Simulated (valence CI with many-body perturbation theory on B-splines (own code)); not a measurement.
**Missing levels of Zr19+**

Calculated by valence CI with perturbative core correlation (CI+MBPT): three valence electrons over a frozen Dirac-Fock core [Ar], a basis of 7 s, 7 p, 8 d, 6 f, 4 g, 1 h functions for each j, with the one-electron correlation potential Σ1 (screened to all orders), the two-electron term Σ2, the three-electron term Σ3, Breit, model QED; selected single and double excitations, second order for the rest, scaled by the run's own slope (own B-spline code, finite nucleus).

No measured levels were compared; by estimate terms of the open shell hold to 2 to 4 % of their energy, and close levels can change places. Only levels of the ground parity were solved; by the run's estimate the other parity begins above the list, which can be wrong where configurations are misplaced.

| Level | E (cm⁻¹) |
| --- | --- |
| 3d3 4F_3/2 | 0.0 |
| 3d3 4F_5/2 | 12196 |
| 3d3 4F_7/2 | 24332 |
| 3d3 4F_9/2 | 35089 |
| 3d3 4P_3/2 | 53136 |
| 3d3 4P_1/2 | 57594 |
| 3d3 2G_7/2 | 69253 |
| 3d3 2H_9/2 [a] | 72729 |
| 3d3 4P_5/2 | ? |
| 3d3 2D_3/2 [a] | 85301 |
| 3d3 2P_1/2 | ? |
| 3d3 2H_11/2 | ? |
| 3d3 2H_9/2 [b] | 104920 |
| 3d3 2D_5/2 [a] | ? |
| 3d3 2P_3/2 | ? |
| 3d3 2F_7/2 | ? |
| 3d3 2F_5/2 | 140580 |
| 3d3 2D_5/2 [b] | 209690 |
| 3d3 2D_3/2 [b] | 211400 |

Names give the largest LS component (configuration and term), which can be under half, so a name can repeat, a term be missing and a line seem to break the LS rules; names also repeat where a configuration has a term twice. Letters in brackets count levels of one name in rising energy.

**Question.** The levels stand in rising order. What does the calculation give for the missing energies?

**Answer.** 3d3 4P_5/2 75042; 3d3 2P_1/2 91202; 3d3 2H_11/2 99423; 3d3 2D_5/2 [a] 104960; 3d3 2P_3/2 118500; 3d3 2F_7/2 138670.
